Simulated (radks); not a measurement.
The numbers below are computed, except where a source is named.
Spherical quantum dot in the effective-mass picture: electrons in a parabolic well V = omega^2 r^2 / 2 with omega = 3, all in effective atomic units (hartree* = m*/eps^2 hartree, bohr* = eps/m* bohr), one dielectric constant everywhere. Level of theory: non-relativistic Kohn-Sham, LDA (Slater exchange, Perdew-Wang correlation), spin-polarised, spherical densities (a radial shooting solver with Libxc functionals). Levels are named by radial order and angular momentum (1s, 1p, 1d, 2s, ...), and open shells are averaged over m. Results are scaled to m* = 0.031 and eps = 10.7, for which hartree* = 7.368 meV and bohr* = 18.27 nm.

N = 24, configuration 1s2 1p6 1d10 2s2 1f(up 4, down 0). This is the lowest configuration that the search found. Occupied and some empty levels:

level,occupation,eigenvalue (meV),<r> (nm)
1s up,1,176.90,15.88
1s down,1,177.26,15.74
1p up,3,189.44,20.25
1p down,3,190.00,20.16
1d up,5,203.11,23.42
1d down,5,203.80,23.38
2s up,1,205.12,20.85
2s down,1,205.62,20.90
1f up,4,217.81,25.97
1f down,0,218.54,25.96
2p up,0,220.92,23.55
2p down,0,221.41,23.59
1g up,0,233.40,28.15
1g down,0,234.14,28.17
2d up,0,237.30,26.03
2d down,0,237.79,26.06

Energy (meV): total 3290.79, kinetic 579.08, external 1292.6, Hartree 1563.7, exchange-correlation -144.66.

Electron density:

r (nm),n(r) (e/nm^3)
0.931,0.0003682
4.44,0.0003326
7.95,0.0002820
11.5,0.0002566
15.0,0.0002603
18.5,0.0002598
22.0,0.0002241
25.5,0.0001560
29.0,0.00008485
32.5,0.00003550
36.0,0.00001127
39.5,2.738e-06
43.1,5.091e-07
46.6,7.257e-08
